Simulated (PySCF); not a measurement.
# RbSr⁻ at RHF-SCS-MP2

Level: RHF-SCS-MP2. basis Rb def2-SVPD with ECP28, Sr def2-SVPD with ECP28; scalar-relativistic core potentials; PySCF 2.14.

```json
{"state": "¹Σ⁺ (singlet), closed shell", "bond length": "9.771 bohr", "harmonic wavenumber": "32.0 cm⁻¹", "force constant": "0.0260 mdyn/Å", "rotational constant Be": "0.01460 cm⁻¹", "anharmonicity ωexe": "0.165 cm⁻¹", "vibration–rotation constant αe": "9.04e-05 cm⁻¹"}
```

Correlated steps freeze no core orbitals.
